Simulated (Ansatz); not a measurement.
The cluster B₂N₂. Charge 0, multiplicity 1. Geometry r2SCAN-D4/def2-TZVP.

Cartesian coordinates in Å:
```
B -0.3780 0.1611 0.4726
B 1.2871 -0.4651 -1.3228
N 0.1649 -0.2134 -0.6978
N -1.0739 0.5174 1.5480
```

LC-ωPBE has ω = 0.4 bohr⁻¹. The restricted singlet is unstable towards broken spin symmetry in Hartree–Fock (as tested in another run); at PBE-D4/def2-TZVP, BLYP-D4/def2-TZVP, r2SCAN-D4/def2-TZVP, PBE0-D4/def2-TZVP and others this wasn't settled. At PBE-D4/def2-TZVP, BLYP-D4/def2-TZVP, r2SCAN-D4/def2-TZVP an occupied level of the charge 0 singlet lies above an empty one (by up to 0.36 eV), so this SCF solution is probably not the lowest. The geometry of the singlet was relaxed on an unsound state (an occupied level 0.08 eV above an empty one). Another isomer (triplet) lies 2.00 eV lower at PBE0-D4/def2-TZVP; other spin states weren't run for this one.

Problem. Estimate the orbital energies around the gap (eV) in Ansatz with PBE-D4/def2-TZVP, BLYP-D4/def2-TZVP, r2SCAN-D4/def2-TZVP, PBE0-D4/def2-TZVP, LC-ωPBE/def2-TZVP.

Solution. 
```tsv
orbital	PBE-D4/def2-TZVP	BLYP-D4/def2-TZVP	r2SCAN-D4/def2-TZVP	PBE0-D4/def2-TZVP	LC-ωPBE/def2-TZVP
HOMO−9	-180.12	-180.62	-183.47	-187.62	-185.52
HOMO−8	-178.33	-179.06	-181.83	-186.19	-185.24
HOMO−7	-22.47	-22.24	-23.68	-25.26	-28.45
HOMO−6	-19.94	-19.80	-21.11	-22.91	-26.81
HOMO−5	-14.56	-14.41	-15.14	-16.50	-19.55
HOMO−4	-9.94	-9.76	-10.24	-11.25	-14.41
HOMO−3	-9.65	-9.48	-9.99	-11.16	-14.26
HOMO−2	-8.31	-8.24	-8.83	-10.41	-14.06
HOMO−1	-7.41	-7.26	-7.54	-8.39	-11.82
HOMO	-6.79	-6.69	-7.12	-8.00	-9.82
LUMO	-7.15	-7.01	-7.20	-6.60	-5.11
LUMO+1	-2.46	-2.31	-2.06	-1.30	1.18
LUMO+2	-2.34	-2.20	-2.04	-1.30	1.31
LUMO+3	-0.33	-0.33	0.20	0.39	2.14
LUMO+4	0.77	0.81	1.38	1.66	3.48
LUMO+5	0.95	0.98	1.55	1.74	3.50
```
